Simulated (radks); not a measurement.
Initial-state core-level shifts of the calcium ion Ca+ when its valence configuration changes from [Ar] 4s1. Method: non-relativistic Kohn-Sham, TPSS, spin-polarised, spherical densities, point nucleus; open shells are filled with parallel spins first; meta-GGA in the generalised Kohn-Sham scheme; computed with a radial shooting solver on a logarithmic mesh with Libxc functionals. Shifts are changes of the shell-averaged eigenvalues in eV (positive: less bound); the change of the density at the nucleus, which sets a Mossbauer isomer shift, is in e/bohr^3, on a base of 5324.

| valence | 1s | 2s | 2p | 3p | density at nucleus |
|---|---|---|---|---|---|
| 3d1 | +3.900 | +4.610 | +4.544 | +3.880 | -3.0849 |
| 4p1 | -1.291 | -1.289 | -1.288 | -1.231 | -2.3067 |
| 3d0.5 4s0.5 | +2.141 | +2.531 | +2.495 | +2.096 | -1.6598 |
| 4s0.5 4p0.5 | -0.641 | -0.641 | -0.640 | -0.615 | -1.1948 |
